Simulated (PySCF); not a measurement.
## Atomic charges by several schemes

(MeSi)4NH6 adamantane, C4H18N6Si4.
Cartesian coordinates in Å at the PBE0-D3(BJ)/def2-SVP level; atoms count from 1:
```
atom  x, y, z in Å
Si1    1.1311   -0.2018   -1.4213
C2     2.2408   -0.4581   -2.8938
N3     1.3544    1.3452   -0.6372
Si4    0.3288    1.6371    0.7570
C5     0.6590    3.2839    1.5590
N6    -1.3153    1.5105    0.1651
Si7   -1.6949   -0.0398   -0.5748
C8    -3.4777   -0.1278   -1.1061
N9    -0.5678   -0.2296   -1.9017
N10   -1.3232   -1.3215    0.5877
Si11   0.3256   -1.2972    1.1930
C12    0.6233   -2.6473    2.4407
N13    1.4011   -1.4241   -0.1882
N14    0.6182    0.3024    1.8593
H15    3.2966   -0.3992   -2.5901
H16    2.0713   -1.4437   -3.3561
H17    2.0520    0.3072   -3.6622
H18    1.3053    2.1028   -1.3189
H19    0.4318    4.1095    0.8672
H20    0.0355    3.4070    2.4582
H21    1.7146    3.3677    1.8592
H22   -2.0342    1.8444    0.8040
H23   -3.7018   -1.1048   -1.5609
H24   -3.6948    0.6608   -1.8420
H25   -4.1574    0.0061   -0.2495
H26   -0.8222   -1.0110   -2.5047
H27   -2.0261   -1.4435    1.3157
H28    1.6765   -2.6601    2.7611
H29   -0.0038   -2.4978    3.3334
H30    0.3815   -3.6334    2.0147
H31    1.5110   -2.3642   -0.5635
H32    1.5162    0.3722    2.3372
```

Density: PBE0/pcSseg-1 (PySCF); schemes: Mulliken, IAO, Hirshfeld and ESP-fitted. Isolated species at its PBE0-D3(BJ)/def2-SVP geometry (one conformer only).

Question: Tabulate the Mulliken, IAO, Hirshfeld and ESP-fitted charges.

Answer: In e; atoms taken as equivalent share a row and are averaged (×n: the atom named and its like, n in all):

```tsv
atom	environment	Mulliken	IAO	Hirshfeld	ESP-fitted
Si1/Si4/Si7/Si11	silicon bonded to C and 3 N	+1.117	+1.318	+0.449	+1.393
C2/C5/C8/C12	carbon bonded to Si and 3 H	-0.631	-0.734	-0.216	-0.733
N3 (×6)	nitrogen bonded to 2 Si and H	-0.820	-0.956	-0.352	-1.179
H15 (×12)	hydrogen on C2	+0.145	+0.156	+0.045	+0.166
H18 (×6)	hydrogen on N3	+0.204	+0.255	+0.107	+0.407
```

Mean size of the charges over all atoms: ESP-fitted 0.625 e, IAO 0.542 e, Mulliken 0.465 e, Hirshfeld 0.186 e. Each set sums to the total charge, 0, to within 0.002 e. The ESP scheme is a least-squares fit of atom-centred charges to the potential on four shells outside the van der Waals surface, with the total charge fixed.

Some averages cover members that differ in this geometry: N3 (×6), ESP-fitted -1.238 to -1.141; Si1/Si4/Si7/Si11, ESP-fitted +1.371 to +1.417; H18 (×6), ESP-fitted +0.390 to +0.435; C2/C5/C8/C12, ESP-fitted -0.749 to -0.713 e.

Lowest charge. All schemes agree: Mulliken N3 (×6) (-0.820); IAO N3 (×6) (-0.956); Hirshfeld N3 (×6) (-0.352); ESP-fitted N3 (×6) (-1.179).

Highest charge. All schemes agree: Mulliken Si1/Si4/Si7/Si11 (+1.117); IAO Si1/Si4/Si7/Si11 (+1.318); Hirshfeld Si1/Si4/Si7/Si11 (+0.449); ESP-fitted Si1/Si4/Si7/Si11 (+1.393).

Question: Sum the charges by element.

Answer: 
```tsv
element	atoms	Mulliken	IAO	Hirshfeld	ESP-fitted
Si	4	+4.469	+5.273	+1.797	+5.571
C	4	-2.522	-2.938	-0.862	-2.931
N	6	-4.919	-5.739	-2.112	-7.075
H	18	+2.973	+3.404	+1.177	+4.435
```

Question: How closely do the schemes follow one another over all atoms?

Answer: Correlation coefficient and root-mean-square difference: Mulliken with IAO 1.00, 0.102 e; Hirshfeld with ESP-fitted 1.00, 0.544 e; IAO with Hirshfeld 1.00, 0.453 e; Mulliken with Hirshfeld 1.00, 0.352 e; IAO with ESP-fitted 0.99, 0.121 e; Mulliken with ESP-fitted 0.99, 0.208 e.
